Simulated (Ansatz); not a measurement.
BFGa2O: where a starting geometry ends

The starting geometry of this gas-phase singlet was optimised with GFN2-xTB.

```json
{"atom": "B", "x (Å)": "-0.5522", "y (Å)": "1.2392", "z (Å)": "1.3917"}
{"atom": "F", "x (Å)": "1.7571", "y (Å)": "-0.1828", "z (Å)": "-1.3630"}
{"atom": "Ga", "x (Å)": "-0.2789", "y (Å)": "0.6103", "z (Å)": "-1.6197"}
{"atom": "Ga", "x (Å)": "2.2012", "y (Å)": "-0.0088", "z (Å)": "0.7815"}
{"atom": "O", "x (Å)": "0.1931", "y (Å)": "0.7744", "z (Å)": "0.4950"}
```

Problem. Where would you expect an optimisation with B3LYP-D3(BJ)/def2-SVP to take it?

Solution. New bonds form, giving a structure with F2 bridging Ga3 and Ga4, given below by its coordinates. Contacts that close: F2–Ga3 (2.20 → 2.01 Å), F2–Ga4 (2.20 → 2.01 Å).

The energy falls by 0.30 eV over 6 steps:

| step | E − E(last) (eV) |
| --- | --- |
| 1 | 0.300 |
| 2 | 0.054 |
| 3 | 0.009 |
| 4 | 0.000 |
| 5 | 0.000 |
| 6 | 0.000 |

Final geometry (Å):

```json
{"atom": "B", "x (Å)": "-0.6048", "y (Å)": "1.2689", "z (Å)": "1.4507"}
{"atom": "F", "x (Å)": "1.6956", "y (Å)": "-0.1490", "z (Å)": "-1.2928"}
{"atom": "Ga", "x (Å)": "-0.1523", "y (Å)": "0.5538", "z (Å)": "-1.6564"}
{"atom": "Ga", "x (Å)": "2.2243", "y (Å)": "-0.0397", "z (Å)": "0.6434"}
{"atom": "O", "x (Å)": "0.1576", "y (Å)": "0.7984", "z (Å)": "0.5405"}
```

Frequencies at the end are all real (lowest 73 cm⁻¹). Run with Ansatz 0.2.0, 72 s on 1 thread of AMD EPYC (Zen 3), with other jobs on the host.
